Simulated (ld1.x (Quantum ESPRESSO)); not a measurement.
**How hard is this zinc RRKJ potential?**

* Element: Zn
* Generator: ld1.x (Quantum ESPRESSO) 7.5
* Type: norm-conserving RRKJ (Kleinman–Bylander form)
* Functional: PBE
* Relativity: scalar-relativistic
* Frozen core: [Ne] 3s2
* Valence charge: 18
* Reference configuration: 3p6 3d10 4s2 4p0
* Partial waves: 3p (bound): rc 0.85 bohr; 3d (bound): rc 1.05 bohr; 4s (bound): rc 2.20 bohr
* Local potential: the s channel
* Core correction: a·sin(br)/r model core inside 0.60 bohr

The pseudo-atom Hamiltonian at the reference potential is diagonalised in spherical Bessel functions j_l(qr) that vanish at 20 bohr, with q² up to the cutoff. All-electron valence levels (Ry): 3p -6.1300, 4p -0.0820, 3d -0.7453, 4s -0.4394.

Question: How do the lowest levels (Ry) of each channel move with the cutoff, and are there ghosts?

Answer:

```
cutoff (Ry)     p #1     p #2    p #3     d #1     s #1    f #1  Σ f·Δε (mRy)
          8  -0.3423   0.0266  0.1153   0.0658  -0.4325  0.1145       42851.7
         15  -1.2042  -0.0073  0.0771   0.0658  -0.4369  0.1145       37671.2
         25  -3.4475  -0.0369  0.0627   0.0658  -0.4389  0.1145       24207.5
         35  -4.9997  -0.0441  0.0603   0.0658  -0.4393  0.1145       14892.9
         50  -5.8496  -0.0473  0.0593   0.0656  -0.4394  0.1145        9792.0
         70  -6.0944  -0.0483  0.0591   0.0645  -0.4394  0.1145        8312.2
        100  -6.1156  -0.0483  0.0590  -0.4886  -0.4394  0.1145        2654.2
        140  -6.1234  -0.0483  0.0590  -0.7383  -0.4394  0.1145         110.6
        180  -6.1291  -0.0484  0.0590  -0.7447  -0.4394  0.1145          11.7
        260  -6.1299  -0.0484  0.0590  -0.7453  -0.4394  0.1145           1.5
        400  -6.1300  -0.0484  0.0590  -0.7453  -0.4394  0.1145           0.0
```

Result: no extra level below or beside the all-electron valence levels (p, d, s, f tested); 10 mRy is reached at 200 Ry and 1 mRy at 300 Ry.

Its largest configuration-test error is -1278 meV.
